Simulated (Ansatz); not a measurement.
`O[Si](O)(O)O` → `[O-][Si](O)(O)O` + H⁺  (deprotonation)

Program: Ansatz. Geometries: PBE0-D4/def2-TZVP. ΔE: electronic, gas phase. CCSD(T)/CBS adds triple-zeta CCSD(T) − MP2 to the extrapolated MP2 energy (def2 sets, frozen cores). This one scheme is used for every species, atoms too. Functionals use def2-TZVPP. HSE06 is defined as in plane-wave codes. Anions take the def2 sets with diffuse functions and neutrals don't, so finite-basis rows favour the anion. Each species was taken in one conformer, which may not be the lowest.

```tsv
level	ΔE (kJ/mol)
revPBE-D4	1481.4
r2SCAN0-D4	1513.0
HSE06-D4	1503.1
BHLYP-D4	1517.5
PBE	1476.7
r2SCAN	1499.4
PBE0	1503.5
CCSD(T)/def2-TZVPP	1484.0
```

Task: What does CCSD(T)/CBS give? (Estimate.)

Result: The calculation gave: +1514.1 kJ/mol. The listed levels differ from it by -32.7, -1.1, -11.0, 3.4, -37.4, -14.7, -10.6, -30.1 kJ/mol.

Task: What do rigid-rotor, harmonic-oscillator terms from PBE0-D4/def2-TZVP frequencies (298.15 K, 1 bar) make of the CCSD(T)/CBS value? (An estimate is asked.)

Result: The calculation gave: ΔZPE = -32.4 kJ/mol, ΔH = +1487.7 kJ/mol, ΔS = 110 J/(mol·K), ΔG = +1455.0 kJ/mol.

Largest T1 diagnostic among the species: 0.014.

From PBE to PBE0 (25 % exact exchange), in def2-TZVPP and without D4, ΔE moves by +26.8 kJ/mol. At CCSD(T), def2-SVP lies −251.1 kJ/mol from the extrapolated value and def2-TZVPP −30.1 kJ/mol.
